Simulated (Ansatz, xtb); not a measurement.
# Two isomers of C5H5Br

Structure X is `BrC1C=CC=C1`, a singlet and structure Y is `BrC1=CCC=C1`, a singlet. Both are isolated molecules in the gas phase, relaxed with r2SCAN-D4/def2-SVP.

X (Å):

```yaml
atoms:
  - { symbol: C, position_ang: [0.1517, 1.0339, -2.3735] }
  - { symbol: C, position_ang: [0.1297, -0.2810, -1.6551] }
  - { symbol: C, position_ang: [0.5172, -0.0713, -0.3765] }
  - { symbol: C, position_ang: [0.7755, 1.3639, -0.1723] }
  - { symbol: C, position_ang: [0.5458, 2.0307, -1.3263] }
  - { symbol: Br, position_ang: [-1.6134, 1.4637, -3.1610] }
  - { symbol: H, position_ang: [0.8350, 1.0342, -3.2400] }
  - { symbol: H, position_ang: [-0.1417, -1.2238, -2.1310] }
  - { symbol: H, position_ang: [0.6249, -0.8361, 0.3961] }
  - { symbol: H, position_ang: [1.1006, 1.8066, 0.7720] }
  - { symbol: H, position_ang: [0.6367, 3.1006, -1.5158] }
```

Y (Å):

```xyz
11

C     0.5832    0.1397   -2.2896
C    -0.6646    0.4909   -1.8954
C    -0.5206    1.3973   -0.7106
C     0.9608    1.5023   -0.5005
C     1.5985    0.7585   -1.4351
Br    1.0252   -0.9868   -3.7312
H    -1.6079    0.1811   -2.3447
H    -1.0340    0.9938    0.1845
H    -0.9807    2.3892   -0.8895
H     1.4271    2.0931    0.2902
H     2.6738    0.6212   -1.5601
```

Q: Estimate E(Y) − E(X) at the level CCSD(T)/def2-SVP + ΔMP2/def2-TZVPP.

A: Calculated at CCSD(T)/def2-SVP + ΔMP2/def2-TZVPP: E(Y) − E(X) = −1.48 kcal/mol, so structure Y lies lower.

Level by level:

```tsv
level	geometry	E(Y) − E(X) (kcal/mol)	departure from the last row (kcal/mol)	job, with rough time for the two
GFN2-xTB	GFN2-xTB	−4.92	−3.44	optimisation, 0.51 s
HF/STO-3G	GFN2-xTB	−5.57	−4.09	single point, 1.7 s
r2SCAN-D4/def2-SVP//GFN2-xTB	GFN2-xTB	−3.26	−1.78	single point, 9.6 s
r2SCAN-D4/def2-SVP	r2SCAN-D4/def2-SVP	−3.23	−1.76	optimisation, 68 s
HF/def2-SVP	r2SCAN-D4/def2-SVP	−0.73	+0.75	part of the CCSD(T) run
MP2/def2-SVP	r2SCAN-D4/def2-SVP	−2.45	−0.98	part of the CCSD(T) run
CCSD(T)/def2-SVP	r2SCAN-D4/def2-SVP	−1.53	−0.06	single point
CCSD(T)/def2-SVP + ΔMP2/def2-TZVPP	r2SCAN-D4/def2-SVP	−1.48		single point, 3 min
```

As drawn, both hold the same kinds of bond in the same numbers.

None of the levels shown reverses the order. The largest departure from CCSD(T)/def2-SVP + ΔMP2/def2-TZVPP is that of HF/STO-3G, 4.09 kcal/mol. The last row adds to CCSD(T) the change of the MP2 difference between the two basis sets, here +0.06 kcal/mol.

With thermal terms from frequencies at re-optimised GFN2-xTB minima (ideal gas, soft modes damped towards free rotors, one conformer each, 298.15 K, 1 atm): on the last row, ΔE + ΔZPE = −1.59, ΔH = −1.59, ΔG = −1.41 kcal/mol.

The correlated steps freeze 14 core orbitals; the filled d shell of Br is correlated, in a basis made for valence electrons. Run with Ansatz 0.2.0, xtb 6.7.1; the last row on 2 threads of AMD EPYC (Zen 3) on a shared host.
